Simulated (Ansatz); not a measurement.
Relaxation of BF$_{2}$H$_{4}$N (8 atoms, charge 0, multiplicity 1), to a largest force component of 0.03 eV/Å in at most 50 steps.

Computed with RKS PBE0-D4/def2-SVP in Ansatz 0.2.0.

```xyz
8
Properties=species:S:1:pos:R:3:forces:R:3
B 0.078 0.450 -0.418 0.02 -0.24 -0.27
F 0.098 0.087 2.083 0.04 -0.13 0.25
N 1.327 0.070 -0.891 0.00 -0.02 -0.02
H 1.504 -0.851 -1.270 0.01 -0.02 0.00
H 2.145 0.654 -0.799 0.02 0.01 -0.01
F -0.976 -0.357 -0.544 -0.01 -0.03 -0.04
H -0.097 1.557 0.018 -0.04 0.32 0.16
H -0.159 0.914 1.762 -0.04 0.12 -0.08
```

**Question.** Where does it end, and by what steps?

**Answer.** The forces met the threshold. After 8 steps the energy has fallen by 0.038 eV; F2 moved furthest, 0.31 Å.

| step | energy less start (eV) | largest force component (eV/Å) | accepted |
| --- | --- | --- | --- |
| 0 | 0.0000 | 0.316 | yes |
| 1 | -0.0189 | 0.793 | yes |
| 2 | -0.0253 | 0.671 | yes |
| 3 | -0.0131 | 0.922 | no |
| 4 | -0.0364 | 0.167 | yes |
| 5 | -0.0349 | 0.352 | no |
| 6 | -0.0378 | 0.049 | yes |
| 7 | -0.0380 | 0.041 | yes |
| 8 | -0.0382 | 0.022 | yes |

```xyz
8
Properties=species:S:1:pos:R:3
B 0.063 0.414 -0.472
F 0.074 0.238 2.357
N 1.328 0.061 -0.917
H 1.512 -0.813 -1.393
H 2.146 0.630 -0.749
F -0.989 -0.368 -0.701
H -0.115 1.477 0.096
H -0.097 0.886 1.717
```

Time of the run: 6.2 s on 2 threads of AMD EPYC 9R45 96-Core Processor (Zen 5), on a shared host, peak memory 0.17 GiB.
